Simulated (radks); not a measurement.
All-electron atom: the oxygen ion O3+ in [He] 2s2 2p1 (the NIST ground configuration).

Calculated with a radial shooting solver on a logarithmic mesh with Libxc functionals: scalar-relativistic Kohn-Sham, BLYP, spin-polarised, spherical densities, finite nucleus; open shells are filled with parallel spins first; Fermi nuclear charge, rms radius 2.6991 fm.

Energy parts (eV):
total: -1939.840
kinetic: 1939.377
electron-nucleus: -4285.856
Hartree: 590.916
exchange-correlation: -184.278

Orbitals (lengths in bohr, moments of r in powers of bohr; <r^-3> diverges for s and p1/2):
orbital,occ.,eigenvalue (eV),<r^-3>
1s up,1,-587.9739,-
1s down,1,-586.9231,-
2s up,1,-80.6685,-
2s down,1,-77.7451,-
2p up,1,-66.3762,8.624

The highest occupied level is 2p up at -66.376 eV. The spin density at the nucleus is -0.0317 e/bohr^3 (1s -0.3756, 2s 0.3439). The electron density at the nucleus is 329.1 e/bohr^3 (large components only).

Empty levels of this run are not shown, since the potential may be unsettled where no density lies.
